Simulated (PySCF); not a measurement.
Ge(F)3(I), SMILES [F][Ge]([I])([F])[F], PBE0/def2-SVP optimised geometry.

```
5

F     -1.10    -1.47    -1.51
Ge    -0.61    -0.82     0.00
F      1.10    -0.82     0.00
F     -1.10     0.82     0.00
I     -1.54    -2.07     1.89
```

Density from PBE0/def2-TZVP, def2 effective core potentials past Kr in PySCF at that geometry. The core electrons that the potentials of I replace are not part of the density.

Minimum of the electron density along straight lines between bonded atoms, close to the bond critical point (lines longer than 1.1 times the sum of covalent radii, or with two minima, are not listed):

```json
[
 {"bond": "F1–Ge2", "length / Å": "1.711", "ρ at the minimum / e bohr⁻³": "0.153", "∇²ρ there / e bohr⁻⁵": "0.89", "position (fraction from the first atom)": "0.52"},
 {"bond": "Ge2–F3", "length / Å": "1.711", "ρ at the minimum / e bohr⁻³": "0.153", "∇²ρ there / e bohr⁻⁵": "0.89", "position (fraction from the first atom)": "0.48"},
 {"bond": "Ge2–F4", "length / Å": "1.711", "ρ at the minimum / e bohr⁻³": "0.153", "∇²ρ there / e bohr⁻⁵": "0.89", "position (fraction from the first atom)": "0.48"},
 {"bond": "Ge2–I5", "length / Å": "2.448", "ρ at the minimum / e bohr⁻³": "0.093", "∇²ρ there / e bohr⁻⁵": "-0.05", "position (fraction from the first atom)": "0.44"}
]
```
